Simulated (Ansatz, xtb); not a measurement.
Stretching the C2–H3 bond in CH5GeN (SMILES [CH3][Ge][NH2]) (multiplicity 1 held, fragments rigid). Energies count from the point at 1.091 Å.
Geometry at that point (charge 0, multiplicity 1):
```xyz
8

Ge    -0.217    -0.010     0.445
C      0.730     1.396    -0.651
H      0.391     2.397    -0.381
H      0.594     1.250    -1.725
H      1.801     1.341    -0.430
N     -0.036    -1.355    -0.786
H      0.403    -1.265    -1.691
H     -0.370    -2.290    -0.613
```

R- and RO- levels are restricted; in cc, def2 and unpolarised 6-31G sets they are followed outwards from rest. Unrestricted levels (U-) break spin symmetry where that is lower. Levels need not reach the same state.

Cores are frozen in the correlated methods. Filled d and f shells under p-block atoms count as core.

The values were computed with Ansatz (Gaussian basis) for Hartree–Fock, density functionals and correlated methods; xtb for the GFN methods. Values without a source in brackets are computed. The GFN methods have no spin term and hold the electronic entropy of 300 K.

One of these levels gives 6.409 eV for the energy at R = 3.492 Å. Name it.
A. U-CCSD(T)/cc-pVDZ
B. R-HF/cc-pVDZ
C. GFN2-xTB
D. R-MP2/cc-pVDZ

D, R-MP2/cc-pVDZ. The others give 5.405 (GFN2-xTB), 8.009 (R-HF/cc-pVDZ), 4.798 (U-CCSD(T)/cc-pVDZ)

Doubts at one or more of the structures used: a restricted determinant that unrestricted orbitals would lower (R-HF/cc-pVDZ, R-MP2/cc-pVDZ); a spin-contaminated determinant (U-CCSD(T)/cc-pVDZ).

Ansatz is a first-principles code.
